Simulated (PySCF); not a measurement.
Working out the excitation energy of C²⁺

C²⁺ [He] 2s2 (1S) → C²⁺ [He] 2s1 3d1 (3D). All numbers are calculated (PySCF 2.14, the non-relativistic Hamiltonian (point nucleus), in aug-cc-pVDZ). Frozen: 1s2. Energies in hartree (1 hartree = 27.21139 eV):

```csv
part,C²⁺ (lower),C²⁺ (upper)
UHF,-36.401652,-35.223047
CCSD correlation,-0.072007,-0.006397
(T),0.000000,0.000000
```

What does Hartree-Fock give?

(-35.223047) − (-36.401652) = 1.178605 hartree = 32.071 eV.

What do CCSD and CCSD(T) give?

The CCSD correlation energies differ by 0.065610 hartree = 1.785 eV and the triples by 0.000000 hartree = 0.000 eV, so CCSD gives 33.856 eV and CCSD(T) 33.856 eV.

A double-zeta basis recovers only part of the correlation energy.

The coupled-cluster amplitudes are large, so a single reference is strained.
